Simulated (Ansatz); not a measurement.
Mulliken charges of CH$_{7}$BSn, SMILES `[BH2][SnH2][CH3]` from B3LYP/def2-TZVPP in Ansatz (PBE0-D4/def2-TZVP geometry).

| atom | x (Å) | y (Å) | z (Å) | charge (e) |
| --- | --- | --- | --- | --- |
| B1 | -1.459 | 0.510 | -1.390 | -0.197 |
| Sn2 | 0.374 | 0.668 | -0.099 | 0.611 |
| C3 | 0.722 | -1.056 | 1.131 | -0.587 |
| H4 | -2.121 | -0.485 | -1.422 | 0.058 |
| H5 | -1.797 | 1.429 | -2.075 | 0.057 |
| H6 | 0.270 | 2.047 | 0.916 | -0.146 |
| H7 | 1.753 | 0.906 | -1.094 | -0.145 |
| H8 | -0.119 | -1.205 | 1.809 | 0.115 |
| H9 | 0.831 | -1.942 | 0.507 | 0.115 |
| H10 | 1.630 | -0.923 | 1.719 | 0.119 |

Task: By hand: the dipole of these point charges (1 e Å = 4.8032 D).

Result: Σ q r = (-0.151, 0.079, -0.156) e Å, of length 0.231 e Å = 1.11 D.

Task: How does the dipole of the full density compare? (Best estimate.)

Result: Ansatz gave: (-0.099, -0.129, 0.001) e Å, 0.78 D; the point charges give 1.42 times that, at 83° from its direction.

Point charges leave out the atoms' own dipoles, such as those of lone pairs, and Mulliken's split depends on the basis, so the two needn't agree.

B3LYP here is the variant with VWN-RPA as its local correlation; programs differ in this.
